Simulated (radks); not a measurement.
Task: Excited configurations of neutral scandium: one electron is placed in a higher orbital outside [Ar] 3d1 4s1. The ground configuration is [Ar] 3d1 4s2. Method: Dirac Kohn-Sham, LDA (Slater exchange, Perdew-Wang correlation), spin-unpolarised, spherical densities, finite nucleus; open shells fill j = l - 1/2 first; Fermi nuclear charge, rms radius 3.5459 fm; computed with a radial shooting solver on a logarithmic mesh with Libxc functionals. Excitation = E - E(ground); binding = E(ion) - E, where the ion is the core of charge +1; n* = 1/sqrt(2 binding) in atomic units, and the quantum defect is n - n*.

outer orbital  excitation (eV)  binding (eV)     n*  quantum defect  eigenvalue (eV)  <r> (bohr)
5s1/2                    4.719         2.340  2.411           2.589           -1.374       9.271
5d3/2                    6.032         1.027  3.639           1.361           -0.578       18.84
6d3/2                    6.378         0.682  4.468           1.532           -0.423       30.54
7d3/2                    6.576         0.483  5.306           1.694           -0.316       44.94

Estimate the row for 5p1/2.

Result: excitation (eV) 5.318; binding (eV) 1.741; n* 2.795; quantum defect 2.205; eigenvalue (eV) -0.997; <r> (bohr) 11.66. The Delta-SCF ionisation energy is 7.059 eV (NIST Atomic Spectra Database: 6.561 eV, measured). Self-interaction in the functional shifts the binding energies and quantum defects, so they are the method's values and not measured ones. Spin polarisation and multiplet splitting are left out, so open shells lie too high by an amount that depends on their filling.

Beside tabulated values, note that spin-unpolarised runs miss the spin-polarisation part of the exchange energy of open shells.
